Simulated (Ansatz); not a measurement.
The cluster Cu₂Sn₂. Charge 0, multiplicity 1. Geometry PBE-D4/def2-SVP, that of the charge +1 doublet.

```xyz
4

Cu   -0.882    0.536   -1.152
Cu   -0.471   -1.422    0.384
Sn    1.588   -0.118   -0.575
Sn   -0.236    1.004    1.343
```

In the def2 sets Sn takes a core potential; there is no spin–orbit coupling. The structure comes from a short search, and lower isomers may exist.

Task: Estimate the orbital energies around the gap (eV) in Ansatz with PBE-D4/def2-TZVP, r2SCAN-D4/def2-TZVP, PBE0-D4/def2-TZVP.

Result: 
| orbital | PBE-D4/def2-TZVP | r2SCAN-D4/def2-TZVP | PBE0-D4/def2-TZVP |
| --- | --- | --- | --- |
| HOMO−5 | -6.37 | -6.56 | -8.11 |
| HOMO−4 | -6.16 | -6.33 | -8.07 |
| HOMO−3 | -6.14 | -6.32 | -8.06 |
| HOMO−2 | -5.96 | -6.08 | -6.68 |
| HOMO−1 | -5.10 | -5.21 | -5.80 |
| HOMO | -4.21 | -4.32 | -4.93 |
| LUMO | -3.21 | -3.16 | -2.56 |
| LUMO+1 | -2.84 | -2.78 | -2.20 |
| LUMO+2 | -2.62 | -2.46 | -1.90 |
| LUMO+3 | -2.20 | -2.00 | -1.38 |
| LUMO+4 | -0.83 | -0.72 | -0.03 |
| LUMO+5 | -0.53 | -0.19 | 0.11 |
